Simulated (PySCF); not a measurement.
wavenumber (cm⁻¹), absorption (km/mol per cm⁻¹) and a bar:
```
        0      0.039 
        9      0.062 
       18      0.117 
       26      0.289 #
       35      1.014 ###
       44      0.778 ##
       53      0.231 #
       61      0.101 
       70      0.057 
       79      0.038 
       88      0.027 
       97      0.022 
      105      0.018 
      114      0.016 
      123      0.014 
      132      0.013 
      140      0.013 
      149      0.013 
      158      0.013 
      167      0.013 
      175      0.014 
      184      0.014 
      193      0.015 
      202      0.017 
      211      0.019 
      219      0.024 
      228      0.032 
      237      0.054 
      246      0.140 
      254      0.213 #
      263      0.077 
      272      0.046 
      281      0.038 
      290      0.037 
      298      0.039 
      307      0.043 
      316      0.049 
      325      0.057 
      333      0.067 
      342      0.081 
      351      0.100 
      360      0.127 
      369      0.167 
      377      0.231 #
      386      0.338 #
      395      0.543 ##
      404      1.001 ###
      412      2.345 #######
      421      8.001 #######################
      430     10.467 ##############################
      439      2.958 ########
      447      1.173 ###
      456      0.610 ##
      465      0.371 #
      474      0.249 #
      483      0.178 
      491      0.134 
      500      0.104 
      509      0.083 
      518      0.068
```

This is the computed harmonic infrared spectrum of singlet ScSe₂⁻, Lorentzian lines of 13 cm⁻¹ full width. Level of theory: PBE0/[Sc def2-SVPD, Se def2-SVPD], no relativity, density fitting, PySCF.

Question: Which bands make it up, and how are they assigned?

Answer: In C2v symmetry, counting bands above 1 % of the strongest: 39 cm⁻¹ (a1, 26 km/mol); 252 cm⁻¹ (a1, 4.6 km/mol); 427 cm⁻¹ (b2, 274 km/mol).

Only a few start shapes were tried, so a lower isomer may exist. The lowest empty level of this anion is unbound, so it and the gap depend on the basis.
